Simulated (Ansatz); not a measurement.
`[SiH3]O[SiH2][GaH2]` + `N[SiH3]` → `[SiH3]N[SiH2][GaH2]` + silanol  (ligand exchange at the Si–O bond)

Gas-phase electronic energies from Ansatz, PBE0-D4/def2-TZVP geometries. CCSD(T)/CBS adds triple-zeta CCSD(T) − MP2 to the extrapolated MP2 energy (def2 sets, frozen cores). This one scheme is used for every species. Functionals use def2-TZVPP. For Ga outer-core shells are correlated without core-valence functions, which leaves a few kJ/mol of doubt a bond. Scalar relativity is left out up to krypton. One conformer a species, not always the lowest.

| level | ΔE (kJ/mol) |
| --- | --- |
| PBE0-D4 | 32.8 |
| CAM-B3LYP-D4 | 39.1 |
| RPA@PBE/def2-TZVPP | 36.0 |
| MP2/CBS(def2) | 34.0 |

(1) What does CCSD(T)/CBS give? (Estimate.)

Largest T1 diagnostic among the species: 0.013.

## Answers

(1) The calculation gave: +35.3 kJ/mol. The listed levels differ from it by -2.5, 3.8, 0.7, -1.3 kJ/mol.

Leaving LDA and LC-ωPBE aside and taking each functional with its dispersion term where it has one, the values, not all of them listed here, spread over 8.5 kJ/mol, from revPBE-D4 to BHLYP-D4. In def2-TZVPP, CCSD(T) changes the Hartree–Fock value by −10.0 kJ/mol (the triples alone add −1.3 kJ/mol) and MP2 by −11.4 kJ/mol. At CCSD(T), def2-SVP lies −3.1 kJ/mol from the extrapolated value and def2-TZVPP −0.1 kJ/mol.

CCSD(T)/CBS has its own doubt, a few kJ/mol and more with outer-core shells, so smaller differences from it don't rank the levels.
